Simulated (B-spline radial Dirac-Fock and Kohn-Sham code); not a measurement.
# Energy-loss ionisation edge O1 of Ho

System: atomic holmium in the configuration 1s2 2s2 2p6 3s2 3p6 3d10 4s2 4p6 4d10 4f11 5s2 5p6 6s2. Model: the first Born approximation with generalised oscillator strengths from a Dirac-Hartree-Slater potential (longitudinal and transverse terms; continuum final states only, so no white lines or fine structure). Program: a radial atomic solver. The edge is taken at 54.55 eV (orbital energy of the model).

Partial cross sections σ(β, Δ) in barn, integrated over a window Δ above the edge and up to the collection semi-angle β, for parallel illumination:

```tsv
E₀ (kV)	β (mrad)	Δ = 25 eV	Δ = 50 eV	Δ = 100 eV	Δ = 200 eV	Δ = 300 eV
60	10	4620	6200	7880	9180	9610
60	20	13500	17300	20000	21800	22500
60	100	25400	37300	49900	59700	63600
100	5	1790	2650	3660	4420	4670
100	50	?	?	?	?	?
100	100	16900	24900	33300	40000	42600
120	50	14800	21700	29200	34800	36700
200	5	1930	2670	3520	4200	4440
200	10	5420	7020	8270	9160	9490
200	20	10200	14600	18300	19900	20300
200	50	10600	15600	20900	25100	26800
300	5	2230	2990	3780	4430	4660
300	20	8490	12500	16500	18600	19100
300	100	8520	12600	16900	20300	21700
```

Q: Give the row for 100 kV and 50 mrad.

A: 16900 b for 25 eV, 24800 b for 50 eV, 33300 b for 100 eV, 39400 b for 200 eV, 41100 b for 300 eV.

Values without a named source are computed, but for edge energies of neutral atoms, which are taken from tables.
